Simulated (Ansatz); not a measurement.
This geometry of Al2ClH3N (7 atoms, charge -1, multiplicity 1) is a first-order saddle point.

Theory: RKS B3LYP-D4/6-31G* in Ansatz 0.2.0.

```xyz
7
Properties=species:S:1:pos:R:3
N -1.962 0.867 0.209
Al -0.865 -0.278 -0.320
Al 1.615 -0.181 0.226
Cl -1.370 -1.941 -1.717
H -2.492 1.584 0.668
H 2.234 -0.192 1.730
H 2.840 0.141 -0.796
```

Task: Which two structures does it join? (They come from a converged band through this point; their orientation in space is the band's.)

Result: No bond is made or broken. The dihedral H5–N1–Al2–Cl4 changes from 180 to 0° by way of a nearly straight angle H5–N1–Al2 (up to 169°), not by a turn about the bond.

Image 0:

```xyz
7
Properties=species:S:1:pos:R:3
N -2.339 0.589 0.193
Al -0.908 -0.170 -0.426
Al 1.569 -0.078 0.273
Cl -1.113 -1.517 -2.175
H -2.181 1.198 1.004
H 2.118 0.785 1.540
H 2.854 -0.807 -0.407
```

Image 6:

```xyz
7
Properties=species:S:1:pos:R:3
N -1.893 0.882 0.627
Al -0.813 -0.092 -0.303
Al 1.668 -0.101 0.286
Cl -1.269 -1.421 -2.056
H -2.894 0.925 0.419
H 2.346 0.695 1.526
H 2.855 -0.888 -0.498
```

Task: How far does it lie above each of them?

Result: 10.0 kJ/mol above the first and 16.1 kJ/mol above the second. This is the barrier of this one path; another mechanism may lie lower. Limits of this set-up: an anion without diffuse functions, the dipole of an ion depends on the origin.

The run took 6 min on 1 thread of Intel(R) Xeon(R) Platinum 8488C (Sapphire Rapids), on a shared host, peak memory 0.18 GiB.
